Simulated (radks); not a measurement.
Q: The mean radii <r> (bohr) of the occupied orbitals of an atom or ion are listed with their occupations. Method: Dirac Kohn-Sham, LDA (Slater exchange, Perdew-Wang correlation), spin-unpolarised, spherical densities, point nucleus; computed with a radial shooting solver on a logarithmic mesh with Libxc functionals.

orbital  occ.      <r>
1s1/2       2  0.04867
2s1/2       2   0.2180
2p1/2       2   0.1885
2p3/2       4   0.1920
3s1/2       2   0.6422
3p1/2       2   0.6550
3p3/2       4   0.6646
3d3/2       4   0.7058
3d5/2       4   0.7094

Name the element and its charge. Open shells, if any, fill j = l - 1/2 first.

A: Z = 31, gallium, charge +5: Ga5+ in [Ar] 3d8. The 1s radius gives Z: for a bare nucleus <r> = (2 gamma + 1)/(2Z) with gamma = sqrt(1 - (Z/c)^2), 0.04755 bohr for Z = 31, and screening makes it slightly larger (0.04867 here). The occupations add up to 26, and the charge is Z minus that.
